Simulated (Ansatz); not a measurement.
Steps of a relaxation of CH3BrOSi, SMILES `O=C[SiH2]Br` with RKS PBE-D4/def2-SVP.

```sh
$ ansatz run in.yaml --threads 2 --pin off --events-out ev --progress --plain --max-ram 4352MiB
```

```yaml
crystal:
  periodic: [false, false, false]
  atoms:
    - {symbol: O, position_ang: [-0.714900, 0.541100, -1.888900]}
    - {symbol: C, position_ang: [-0.523500, -0.251100, -1.039800]}
    - {symbol: Si, position_ang: [0.263700, 0.288100, 0.539700]}
    - {symbol: Br, position_ang: [0.649300, -1.483700, 1.857400]}
    - {symbol: H, position_ang: [-0.755700, -1.324300, -1.165700]}
    - {symbol: H, position_ang: [-0.528500, 1.279200, 1.315600]}
    - {symbol: H, position_ang: [1.670800, 0.882600, 0.336000]}
basis:
  gaussian: {orbitals: def2-SVP}
hamiltonian: {xc: pbe, dispersion: d4}
relax: {f_tol: 0.03, max_steps: 200}
```

Positions (Å) and forces (eV/Å) along the path, 6 of 6 steps:

```xyz
7
step=1 energy=-81025.6161 eV
O    -0.715    0.541   -1.889   -0.762    2.706   -2.966
C    -0.523   -0.251   -1.040    0.289   -2.128    1.490
Si    0.264    0.288    0.540    1.832    0.598    1.842
Br    0.649   -1.484    1.857   -0.118   -0.214    0.078
H    -0.756   -1.324   -1.166   -0.310   -1.032   -0.182
H    -0.528    1.279    1.316   -0.295    0.183   -0.040
H     1.671    0.883    0.336   -0.636   -0.114   -0.221
7
step=2 energy=-81025.7759 eV
O    -0.733    0.584   -1.875    0.381   -0.047   -0.092
C    -0.428   -0.268   -1.057   -1.388   -0.134   -0.195
Si    0.332    0.269    0.594    0.903    0.356    0.452
Br    0.612   -1.547    1.903    0.005    0.198   -0.098
H    -0.815   -1.335   -1.155    0.339   -0.068   -0.223
H    -0.553    1.272    1.281   -0.066   -0.111   -0.045
H     1.647    0.956    0.262   -0.174   -0.195    0.200
7
step=3 energy=-81025.6946 eV rejected
O    -0.638    0.572   -1.947   -0.164   -1.591    2.443
C    -0.580   -0.249   -0.992    0.663    0.666   -3.124
Si    0.336    0.284    0.622   -0.273    0.191    0.179
Br    0.651   -1.534    1.914    0.034    0.165   -0.093
H    -0.805   -1.370   -1.227   -0.189    0.814    0.511
H    -0.545    1.279    1.327    0.074   -0.038    0.060
H     1.642    0.951    0.257   -0.145   -0.206    0.024
7
step=4 energy=-81025.8514 eV
O    -0.704    0.592   -1.908    0.166   -0.106    0.094
C    -0.487   -0.263   -1.067   -0.470    0.068   -0.106
Si    0.332    0.266    0.600    0.330    0.068    0.235
Br    0.667   -1.507    1.952   -0.040    0.108   -0.119
H    -0.836   -1.334   -1.207    0.101   -0.070   -0.090
H    -0.559    1.255    1.296   -0.046   -0.026   -0.035
H     1.649    0.923    0.288   -0.041   -0.042    0.021
7
step=5 energy=-81025.8611 eV
O    -0.699    0.591   -1.891   -0.032   -0.006   -0.066
C    -0.510   -0.269   -1.053    0.053    0.100    0.086
Si    0.341    0.278    0.614   -0.061   -0.053   -0.107
Br    0.655   -1.504    1.932    0.025   -0.040    0.068
H    -0.819   -1.349   -1.223    0.002   -0.017   -0.003
H    -0.562    1.266    1.293    0.001    0.013    0.014
H     1.656    0.918    0.282    0.012    0.004    0.008
7
step=6 energy=-81025.8625 eV
O    -0.718    0.598   -1.890   -0.004    0.003   -0.005
C    -0.512   -0.264   -1.057   -0.002   -0.019    0.002
Si    0.337    0.272    0.611    0.001    0.002    0.000
Br    0.657   -1.498    1.952   -0.002    0.000   -0.002
H    -0.803   -1.348   -1.235    0.004    0.011    0.000
H    -0.557    1.267    1.291    0.001    0.002    0.002
H     1.657    0.905    0.282    0.001    0.000    0.002
```

Hardware: 2 threads of an Arm Neoverse V2 on a shared host. Wall time 9 s, peak host memory 0.14 GiB.
